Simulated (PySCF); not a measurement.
C₄H₁₂AlClSi, SMILES [CH3][Al]([Cl])[Si](C)(C)C.

Coordinates come from a PBE-D3(BJ)/def2-SVP optimisation. One conformer was computed; it need not be the lowest.

These are PySCF with C-PCM-M06-2X/def2-SVP values and carry that method's errors.

The values are the electrostatic part of the solvation free energy, E(continuum) − E(gas) at the gas-phase geometry, in a cavity of scaled van der Waals radii (PySCF's table); cavitation and dispersion terms are not included. A continuum can't describe solvent molecules that bind to the metal. In vacuum the orbital gap is 7.13 eV. The dipole moment in vacuum is 2.26 D.

Computed values in water (ε = 78.36), chlorobenzene (ε = 5.70), diethylether (ε = 4.24):
| solvent | ε | ΔG(elec) (kcal/mol) | dipole (D) | gap (eV) |
|---|---|---|---|---|
| water | 78.36 | -5.2 | 2.96 | 7.34 |
| chlorobenzene | 5.70 | -4.2 | 2.82 | 7.30 |
| diethylether | 4.24 | -3.9 | 2.77 | 7.29 |
